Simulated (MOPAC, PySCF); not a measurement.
H$_{4}$O$_{4}$Si, SMILES `O[Si](O)(O)O`, neutral singlet in the gas phase. 

Cartesian coordinates (Å):
SMILES: O[Si](O)(O)O
```xyz
9

O      1.3309    -0.9737    -0.1036
Si     0.0000     0.0000     0.0000
O     -1.2886    -0.9276    -0.4572
O     -0.0321     0.5765     1.5481
O     -0.0102     1.3248    -0.9873
H      2.0861    -0.7005     0.4304
H     -1.2316    -1.8608    -0.2202
H     -0.5304     1.3923     1.6757
H     -0.3241     1.1689    -1.8858
```
Charge 0, spin multiplicity 1.

All levels are single points at this geometry (B3LYP-D3(BJ)/def2-SVP); Pople sets use spherical d functions. Orbital energies aren't observables, and empty levels follow the basis.

```json
[
 {"level": "B3LYP-D3(BJ)/def2-TZVP in PySCF", "HOMO (eV)": "-8.85", "LUMO (eV)": "-0.02", "gap (eV)": "8.83", "dipole (D)": "0.00", "vertical IE, Delta-SCF (eV)": "11.28"},
 {"level": "PBE-D3(BJ)/def2-TZVP in PySCF", "HOMO (eV)": "-7.35", "LUMO (eV)": "-0.53", "gap (eV)": "6.82", "dipole (D)": "0.00", "vertical IE, Delta-SCF (eV)": "–"},
 {"level": "B3LYP/6-311+G** in PySCF", "HOMO (eV)": "-9.00", "LUMO (eV)": "-0.77", "gap (eV)": "8.23", "dipole (D)": "0.00", "vertical IE, Delta-SCF (eV)": "–"},
 {"level": "B3LYP/6-31G* in PySCF", "HOMO (eV)": "-8.41", "LUMO (eV)": "0.80", "gap (eV)": "9.21", "dipole (D)": "0.00", "vertical IE, Delta-SCF (eV)": "10.97"},
 {"level": "B3LYP/LANL2DZ in PySCF", "HOMO (eV)": "-8.99", "LUMO (eV)": "0.35", "gap (eV)": "9.34", "dipole (D)": "0.00", "vertical IE, Delta-SCF (eV)": "–"},
 {"level": "M06-2X/6-31G* in PySCF", "HOMO (eV)": "-10.54", "LUMO (eV)": "2.04", "gap (eV)": "12.58", "dipole (D)": "0.00", "vertical IE, Delta-SCF (eV)": "–"},
 {"level": "PBE/6-31G* in PySCF", "HOMO (eV)": "-6.88", "LUMO (eV)": "0.18", "gap (eV)": "7.06", "dipole (D)": "0.00", "vertical IE, Delta-SCF (eV)": "–"},
 {"level": "SVWN5/6-31G* in PySCF", "HOMO (eV)": "-7.02", "LUMO (eV)": "0.01", "gap (eV)": "7.03", "dipole (D)": "0.00", "vertical IE, Delta-SCF (eV)": "–"},
 {"level": "HF/3-21G in PySCF", "HOMO (eV)": "-13.35", "LUMO (eV)": "5.43", "gap (eV)": "18.78", "dipole (D)": "0.00", "vertical IE, Delta-SCF (eV)": "–"},
 {"level": "HF/6-31G* in PySCF", "HOMO (eV)": "-13.52", "LUMO (eV)": "4.67", "gap (eV)": "18.19", "dipole (D)": "0.00", "vertical IE, Delta-SCF (eV)": "11.52"},
 {"level": "AM1 in MOPAC", "HOMO (eV)": "-12.31", "LUMO (eV)": "1.86", "gap (eV)": "14.17", "dipole (D)": "0.00", "vertical IE, Delta-SCF (eV)": "–"},
 {"level": "PM3 in MOPAC", "HOMO (eV)": "-10.73", "LUMO (eV)": "1.89", "gap (eV)": "12.62", "dipole (D)": "0.00", "vertical IE, Delta-SCF (eV)": "–"},
 {"level": "PM6 in MOPAC", "HOMO (eV)": "-12.11", "LUMO (eV)": "0.63", "gap (eV)": "12.73", "dipole (D)": "0.00", "vertical IE, Delta-SCF (eV)": "–"}
]
```
